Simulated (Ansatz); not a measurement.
Input for Ansatz (a first-principles code): U-B3LYP/def2-TZVPP on NiF, 2S+1 = 2, a spin state set in the input, which need not be the lowest, a point of a bond scan (R = 1.774 Å).

Ansatz 0.2 input:
```yaml
crystal:
  periodic: [false, false, false]
  atoms:
    - {symbol: Ni, position_ang: [0.00000000, 0.00000000, 0.00000000]}
    - {symbol: F, position_ang: [0.00000000, 0.00000000, 1.77416200]}
basis:
  gaussian:
    orbitals: def2-TZVPP
    pivot_positions_ang: [[0.00000000, 0.00000000, 0.00000000], [0.00000000, 0.00000000, 1.77416200]]
hamiltonian:
  xc: {name: B3LYP}
magnetization: {spin_polarized: true, initial_magnetization: 1}
output: {forces: true, orbitals: {seedname: ./end}}
```

The head of its log:

```
WARN ansatz: RAYON_NUM_THREADS=1 ignored (pool sized by the plan → 1); use --threads N
Functional definition: B3LYP
integrals: 0.02 GiB planned
686 factors; their error is unknown
mean field: 0.37 GiB planned
mean field evaluation 1: about -43755.8620 eV, gradient 5.9e1 eV
mean field evaluation 2: about -43503.4512 eV, gradient 3.3e2 eV
```

Task: Predict the final total energy.

Result: -1608.2546 hartree.
